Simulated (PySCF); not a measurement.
1,1-difluorobuta-1,3-diene (C₄H₄F₂), SMILES C=CC=C(F)F.

The structure is a stationary point at PBE0-D3(BJ)/def2-SVP. The values are those of a single conformer.

The numbers are results of TDDFT-PBE/def2-SVPD (PySCF), not measurements.

Vertical excitations. Gas-phase values at a fixed geometry. State labels are in the subgroup Cs.

Computed UV-visible absorptions:
```csv
state,symmetry,energy (eV),λ (nm),f,main pairs
S1,A',5.58,222,0.564,HOMO→LUMO 93 %
S2,A",5.81,213,0.000,HOMO→LUMO+1 100 %
S3,A",6.40,194,0.004,HOMO→LUMO+3 99 %
S4,A',6.43,193,0.060,"HOMO→LUMO+2 54 %, HOMO−1→LUMO 39 %"
S5,A",6.51,190,0.016,HOMO→LUMO+4 100 %
S6,A",7.17,173,0.001,HOMO−2→LUMO 95 %
S7,A",7.23,171,0.001,HOMO→LUMO+5 96 %
S8,A',7.98,155,0.000,"HOMO−1→LUMO 51 %, HOMO→LUMO+2 37 %"
S9,A",7.98,155,0.001,HOMO→LUMO+6 100 %
S10,A",8.19,151,0.025,HOMO−1→LUMO+1 97 %
T1,A',3.23,384,0,HOMO→LUMO 98 %
T2,A',5.35,232,0,"HOMO→LUMO+2 53 %, HOMO−1→LUMO 46 %"
T3,A",5.67,219,0,HOMO→LUMO+1 100 %
T4,A',6.18,201,0,"HOMO−1→LUMO 53 %, HOMO→LUMO+2 46 %"
```
Triplets are in the Tamm–Dancoff approximation, which puts them higher than full response would, so one can lie above its singlet here.
